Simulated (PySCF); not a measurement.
BH2, SMILES [BH2], multiplicity 2. Atoms are numbered in the order given.

```xyz
3

B      0.0000     0.0000     0.1454
H      0.0000    -1.0772    -0.3635
H      0.0000     1.0772    -0.3635
```
Charge 0, spin multiplicity 2.

Coordinates come from a PBE0-D3(BJ)/def2-TZVPD optimisation. The isomer is the one that the SMILES or the coordinates give; other isomers of the formula were not compared.

These are PySCF with ωB97X/def2-TZVPD values and carry that method's errors.

Mulliken values depend strongly on the basis, most of all with diffuse functions as here. ESP charges are fitted to the potential on shells at 1.4 to 2.0 van der Waals radii. Atomic charges (e):

| atom | meta-Löwdin | ESP fit | Mulliken spin |
|---|---|---|---|
| B1 | -0.05 | -0.13 | 1.01 |
| H2 | 0.03 | 0.06 | -0.01 |
| H3 | 0.03 | 0.06 | -0.01 |
